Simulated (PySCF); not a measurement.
PySCF job for Ga(F)2(SeH) (F2GaHSe), SMILES [Ga]([SeH])([F])[F], B3LYP-D3(BJ)/def2-SVP. Coordinates come from a B3LYP-D3(BJ)/def2-SVP optimisation. One conformer was computed; it need not be the lowest.

```python
import numpy as np
from pyscf import gto, scf, dft, df
from pyscf.hessian import thermo

mol = gto.M(
    atom='''
    Ga    0.00226417   -0.75968605   -0.00000000
    F     1.45854925   -1.72468939    0.00000000
    F    -1.48993260   -1.67140324    0.00000000
    Se    0.04827265    1.54520069    0.00000000
    H    -1.42900931    1.57827787    0.00000001
    ''',
    basis='def2-SVP',
    charge=0,
    spin=0,
    max_memory=1600,
    verbose=3,
)
mf = dft.RKS(mol, xc='b3lyp').density_fit(auxbasis='def2-universal-jkfit')
mf.disp = 'd3bj'
mf.grids.level = 3
mf.conv_tol = 1e-11
mf.max_cycle = 100
mf.kernel()

# [left out here: the lines that compute and print the analytic Hessian (its translational invariance restored by hand, since the grid's response is missing), thermochemistry and intensities]
```

It prints:

```
converged SCF energy = -4526.20565028023

WARN: DFTD3 does not support analytical Hessian, using finite difference


WARN: Mole.unit (angstrom) is changed to Bohr

Mode                                 0                   1                   2
Irrep
Freq [cm^-1]                      109.3687            161.8214            183.7092
Reduced mass [au]                  18.6957             31.2273             21.0757
Force const [Dyne/A]                0.1318              0.4818              0.4191
Char temp [K]                     157.3573            232.8250            264.3167
Normal mode                   x     y     z       x     y     z       x     y     z
       0  Ga                -0.06  0.00  0.00    0.00 -0.00  0.08   -0.00 -0.02 -0.00
       1   F                 0.02  0.12 -0.00    0.00 -0.00 -0.11    0.09  0.12  0.00
       2   F                 0.02 -0.12 -0.00   -0.00  0.00 -0.11   -0.08  0.12  0.00
       3  Se                 0.04 -0.00 -0.00   -0.00 -0.00 -0.02   -0.00 -0.04  0.00
       4   H                 0.04  0.12 -0.00   -0.00 -0.00  0.00   -0.00 -0.04 -0.00
Mode                                 3                   4                   5
Irrep
Freq [cm^-1]                      235.2111            300.0373            648.4065
Reduced mass [au]                   1.0457             43.0631              1.0583
Force const [Dyne/A]                0.0341              2.2841              0.2621
Char temp [K]                     338.4165            431.6868            932.9126
Normal mode                   x     y     z       x     y     z       x     y     z
       0  Ga                 0.00  0.00  0.00   -0.00 -0.08 -0.00   -0.00  0.00  0.00
       1   F                -0.00 -0.00 -0.03    0.06 -0.01 -0.00   -0.00  0.01 -0.00
       2   F                 0.00 -0.00  0.02   -0.06 -0.01  0.00   -0.03 -0.02 -0.00
       3  Se                 0.00  0.00  0.01    0.00  0.07  0.00    0.01  0.01 -0.00
       4   H                -0.00  0.00 -0.98    0.00  0.07 -0.00   -0.02 -0.97 -0.00
Mode                                 6                   7                   8
Irrep
Freq [cm^-1]                      694.2340            735.9314           2407.4211
Reduced mass [au]                  18.8598             19.3557              1.0204
Force const [Dyne/A]                5.3555              6.1764              3.4845
Char temp [K]                     998.8481           1058.8414           3463.7429
Normal mode                   x     y     z       x     y     z       x     y     z
       0  Ga                -0.00 -0.05 -0.00    0.06 -0.00  0.00   -0.00  0.00  0.00
       1   F                -0.12  0.08  0.00   -0.12  0.08 -0.00    0.00 -0.00  0.00
       2   F                 0.13  0.08  0.00   -0.11 -0.07 -0.00    0.00 -0.00 -0.00
       3  Se                 0.00  0.00  0.00   -0.00 -0.00  0.00   -0.01  0.00  0.00
       4   H                -0.00 -0.08 -0.00    0.00  0.10  0.00    0.99 -0.03 -0.00
temperature 298.1500 [K]
pressure 101325.00 [Pa]
Rotational constants [GHz] 5.96107 1.48325 1.18772
Symmetry number 1
Zero-point energy (ZPE) 0.01248 [Eh]   32754.595 [J/mol]
                           tot       elec      trans        rot        vib
Entropy [J/mol/K]       341.913      0.000    174.033    116.386     51.494
Cv [J/mol/K]             73.852      0.000     12.472     12.472     48.908
Cp [J/mol/K]             82.166      0.000     20.786     12.472     48.908
Internal energy [J/mol]                      3718.434   3718.434  41165.637
Internal energy [Eh]   -4526.18714  -4526.20565
Enthalpy [J/mol]                             6197.391   3718.434  41165.637
Enthalpy [Eh]          -4526.18619
Gibbs free energy [J/mol]                  -45690.580 -30982.159  25812.750
Gibbs free energy [Eh] -4526.22502
static polarisability / bohr^3: [[40.172 -1.027 -0.   ]
 [-1.027 58.119  0.   ]
 [ 0.     0.    30.653]]
largest difference of analytic and finite-field dipole derivatives / e: 0.0009941965061466274
mode   freq/cm-1   IR/(km/mol)   Raman/(A^4/amu)   depolarisation
   1      109.37         6.121             0.946            0.745
   2      161.82        25.660             0.984            0.750
   3      183.71        25.922             1.392            0.578
   4      235.21         6.239             3.600            0.750
   5      300.04        21.342             8.381            0.158
   6      648.41         1.064             7.328            0.749
   7      694.23        78.115             6.700            0.099
   8      735.93        68.034             1.978            0.745
   9     2407.42         3.474           137.864            0.298
max |gradient| / (hartree/bohr): 0.0002470838398666894
APT charges: [ 1.4167 -0.6102 -0.6074 -0.2114  0.0124]
```

Self-consistency was reached.
